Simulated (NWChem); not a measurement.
# SiHI2Cl; SMILES Cl[SiH](I)I

Computed with NWChem. All runs use the structure optimised with PBE-D3(BJ)/def2-SVP. def2 effective core potentials on I; no spin-orbit coupling.

For level TPSS/def2-SVPD:

orbital gap (eV): 4.14
dipole (D): 0.72

**Question.** What are these values for level TPSS/def2-TZVPP?

**Answer.** The orbital gap (eV) comes out as 4.27. The dipole (D) is 0.61.
